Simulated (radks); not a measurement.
Results of a calculation; reference values are marked as such.
The table gives one normalised radial function P(r) = r R(r) (large component) of Ho4+ in [Xe] 4f9 (r in bohr). Level of theory: Dirac Kohn-Sham, PBE, spin-unpolarised, spherical densities, finite nucleus; open shells are shared between the two j in proportion to 2j + 1; Fermi nuclear charge, rms radius 5.2022 fm (a radial shooting solver on a logarithmic mesh with Libxc functionals).

r           P
0.0007472  0.0000
0.001133   0.0000
0.001717   0.0000
0.002603   0.0000
0.003946   0.0000
0.005981   0.0000
0.008995   0.0000
0.01363    0.0001
0.02067    0.0006
0.03133    0.0026
0.0475     0.0106
0.072      0.0393
0.1091     0.1259
0.1654     0.3331
0.2508     0.6894
0.3802     1.0578
0.5717     1.1537
0.8667     0.8936
1.314      0.4969
1.991      0.1845
3.019      0.0379
4.576      0.0029

Which n and l does it have? It may be an empty orbital.

Answer. n = 4, l = 3: the number of nodes gives n - l - 1 = 0, the rise at small r points to l (this Dirac orbital starts outside the nucleus as r^gamma with gamma = sqrt((l + 1)^2 - (Z/c)^2) = 3.97; the j = 7/2 orbital of l + 1 starts with the same power, but with a smaller coefficient, and then steepens), and the extent must fit the shell. The curve is that of 4f7/2; the two j differ most near the nucleus, where j = l - 1/2 has the larger amplitude, and in heavy atoms j = l - 1/2 is also the more compact. 4f7/2: eigenvalue -55.079 eV, 0 radial nodes, <r> = 0.749 bohr, 90 % of the charge inside 1.26 bohr.
